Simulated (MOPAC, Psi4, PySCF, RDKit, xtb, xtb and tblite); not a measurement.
Two geometries of C₂H₄BrF₃Si, SMILES FC(F)(F)[SiH2]CBr, relaxed at GFN2-xTB with one dihedral held; other torsions can differ between them too.

Structure A

```
11

F     -2.5646     0.9567     0.0181
C     -1.5795     0.0626     0.2117
F     -1.9288    -1.0444    -0.4705
F     -1.6249    -0.2746     1.5187
Si     0.1700     0.7526    -0.3012
C      1.3795    -0.6865     0.0472
Br     2.2847    -1.2168    -1.6060
H      0.4163     1.8884     0.5822
H      0.0581     1.0704    -1.7197
H      2.1707    -0.4146     0.7420
H      0.8869    -1.5857     0.4143
```

Structure B

```
11

F      2.5772     0.9309     0.0508
C      1.5878     0.0364     0.2159
F      1.9403    -1.0549    -0.4956
F      1.6218    -0.3359     1.5106
Si    -0.1524     0.7391    -0.3085
C     -1.3749    -0.6808     0.0555
Br    -3.0215     0.0564     0.8137
H     -0.3634     1.8875     0.5667
H     -0.0709     1.0429    -1.7333
H     -1.0028    -1.3879     0.7962
H     -1.6739    -1.2324    -0.8333
```

Which is lower in energy at the level DF-MP2 (frozen core)/cc-pVTZ // GFN2-xTB run with Psi4, and by how much?

B is lower, by 0.78 kcal/mol (dihedral C2–Si5–C6–Br7: 120° in A, 140° in B).

E(B) − E(A) in kcal/mol at the other levels, on the same two geometries: GFN2-xTB (xtb and tblite) -0.78; MMFF94 // GFN2-xTB (RDKit) -0.81; PBE/def2-SVP // GFN2-xTB (Psi4) -0.80; PBE-D3(BJ)/def2-SVP // GFN2-xTB (Psi4) -0.78; HF/cc-pVTZ // GFN2-xTB (Psi4) -0.81; UFF // GFN2-xTB (RDKit) -0.58; PM6, restricted, heats of formation // GFN2-xTB (MOPAC) -0.56; AM1, restricted, heats of formation // GFN2-xTB (MOPAC) -0.47; GFN1-xTB // GFN2-xTB (xtb) -0.52; restricted B3LYP/6-31G*, spherical d, density fitting // GFN2-xTB (PySCF) -0.72; restricted B3LYP/LANL2DZ, with its core potentials past Ne // GFN2-xTB (PySCF) -0.66; restricted Hartree-Fock/LANL2DZ, with its core potentials past Ne // GFN2-xTB (PySCF) -0.71; restricted M06-2X/6-31G*, spherical d, density fitting // GFN2-xTB (PySCF) -0.69.

MMFF94 has few fitted parameters for silicon.
